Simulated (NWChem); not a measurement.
System: SnSiH₄O, singlet; SMILES [OH][Sn][SiH3]

Here is an NWChem input.

```
start job
memory heap 200 mb stack 900 mb global 1100 mb
geometry units angstroms noautoz
  Sn     0.344400     0.566817    -0.122852
  O     -1.592071     1.040207     0.081108
  H     -2.187400     0.290559     0.201215
  Si    -0.160243    -2.084650    -0.023549
  H      0.990732    -2.941636     0.413058
  H     -0.564321    -2.560903    -1.391436
  H     -1.319010    -2.385550     0.886140
end
basis spherical
  Sn library def2-svpd
  O library def2-svpd
  H library def2-svpd
  Si library def2-svpd
end
ecp
  Sn library def2-ecp
end
dft
  xc xpbe96 cpbe96
  iterations 150
  vectors input atomic output neutral.movecs
end
task dft energy
charge 1
dft
  odft
  mult 2
  vectors input atomic output cation.movecs
end
task dft energy
charge -1
dft
  odft
  mult 2
  vectors input atomic output anion.movecs
end
task dft energy
```

Excerpt of the output:

```
             Northwest Computational Chemistry Package (NWChem) 7.3.0
             --------------------------------------------------------

 C1  symmetry detected

                             Geometry "geometry" -> ""
                             -------------------------

 Output coordinates in angstroms (scale by  1.889725989 to convert to a.u.)

  No.       Tag          Charge          X              Y              Z
 ---- ---------------- ---------- -------------- -------------- --------------
    1 Sn                  50.0000     0.33032981     0.58529937     0.00078933
    2 O                    8.0000    -1.63763709     0.96307265    -0.00257986
    3 H                    1.0000    -2.20518303     0.18400229     0.03931777
    4 Si                  14.0000    -0.05197197    -2.08839596     0.00202874
    5 H                    1.0000     1.08483575    -2.89952814     0.54931928
    6 H                    1.0000    -0.28024711    -2.55416643    -1.40940993
    7 H                    1.0000    -1.28719159    -2.46231368     0.77354277

 Effective nuclear repulsion energy (a.u.)     318.4970599832

 Summary of "ao basis" -> "ao basis" (spherical)
 ------------------------------------------------------------------------------
       Tag                 Description            Shells   Functions and Types
 ---------------- ------------------------------  ------  ---------------------
 Sn                        def2-svpd                12       32   5s4p3d
 O                         def2-svpd                 9       23   4s3p2d
 H                         def2-svpd                 4        8   2s2p
 Si                        def2-svpd                10       24   5s3p2d

            General Information
            -------------------
          SCF calculation type: DFT
          Wavefunction type:  closed shell.
          No. of atoms     :     7
          No. of electrons :    48
           Alpha electrons :    24
            Beta electrons :    24
          Charge           :     0
          Spin multiplicity:     1
          Use of symmetry is: off; symmetry adaption is: off
          Maximum number of iterations: 150
          AO basis - number of functions:   111
                     number of shells:    47
          Convergence on energy requested:  1.00D-06
          Convergence on density requested:  1.00D-05
          Convergence on gradient requested:  5.00D-04

              XC Information
              --------------
          PerdewBurkeErnzerhof Exchange Functional  1.000
            Perdew 1991 LDA Correlation Functional  1.000 local
           PerdewBurkeErnz. Correlation Functional  1.000 non-local

             Grid Information
             ----------------
          Grid used for XC integration:  medium
          Radial quadrature: Mura-Knowles
          Angular quadrature: Lebedev.
          Tag              B.-S. Rad. Rad. Pts. Rad. Cut. Ang. Pts.
          ---              ---------- --------- --------- ---------
          Sn                  1.45      123          12.0       590
          O                   0.60       49          12.0       434
          H                   0.35       45          13.0       434
          Si                  1.10       88          12.0       590
          Grid pruning is: on
          Number of quadrature shells:   440
          Spatial weights used:  Erf1

      Superposition of Atomic Density Guess
      -------------------------------------

 Sum of atomic energies:        -614.52298134

      Non-variational initial energy
      ------------------------------

 Total energy =    -579.120170
 1-e energy   =   -1208.726389
 2-e energy   =     465.373202
 HOMO         =      -0.203640
 LUMO         =      -0.066114

   convergence    iter        energy       DeltaE   RMS-Dens  Diis-err
 ---------------- ----- ----------------- --------- --------- ---------
 d= 0,ls=0.0,diis     1   -580.9465739035 -7.45D+02  3.02D-02  7.51D-01
 d= 0,ls=0.0,diis     2   -578.8218618796  2.12D+00  2.35D-02  1.40D+01
 d= 0,ls=0.0,diis     3   -581.0431199555 -2.22D+00  3.23D-03  4.29D-02
 d= 0,ls=0.0,diis     4   -581.0485131637 -5.39D-03  1.41D-03  1.20D-02
 d= 0,ls=0.0,diis     5   -581.0506382223 -2.13D-03  3.52D-04  7.85D-04
  Resetting Diis
 d= 0,ls=0.0,diis     6   -581.0507711225 -1.33D-04  6.17D-05  5.32D-05
 d= 0,ls=0.0,diis     7   -581.0507788279 -7.71D-06  4.86D-05  2.49D-06
 d= 0,ls=0.0,diis     8   -581.0507760015  2.83D-06  2.89D-05  2.68D-05
 d= 0,ls=0.0,diis     9   -581.0507792147 -3.21D-06  7.17D-06  2.35D-07
 d= 0,ls=0.0,diis    10   -581.0507792555 -4.08D-08  1.20D-06  1.16D-08

         Total DFT energy =     -581.050779255480
      One electron energy =    -1210.945112106788
           Coulomb energy =      514.387611895690
    Exchange-Corr. energy =      -48.726295941177
 Nuclear repulsion energy =      164.233016896795

 Numeric. integr. density =       48.000036081649

                       DFT Final Molecular Orbital Analysis
                       ------------------------------------

 Vector   22  Occ=2.000000D+00  E=-2.763239D-01
              MO Center= -1.5D+00,  7.8D-01, -9.2D-03, r^2= 1.6D+00
   Bfn.  Coefficient  Atom+Function         Bfn.  Coefficient  Atom+Function
  ----- ------------  ---------------      ----- ------------  ---------------
    39      0.582949  2 O  pz                42      0.400941  2 O  pz
    14      0.156550  1 Sn pz                45      0.114118  2 O  pz
    96      0.082006  6 H  s                 21     -0.067237  1 Sn d  1
    77     -0.055957  4 Si pz                74     -0.054363  4 Si pz
    11     -0.051252  1 Sn pz                 8     -0.048144  1 Sn pz

[...]
```

Level: PBE/def2-SVPD with def2 effective core potentials on Sn, vertical spin-unrestricted ions. Low-valent species are run as closed-shell singlets; no triplet was tried in these runs. The geometry was optimised at PBE0/def2-SVP. def2 effective core potentials on Sn; no spin-orbit coupling.
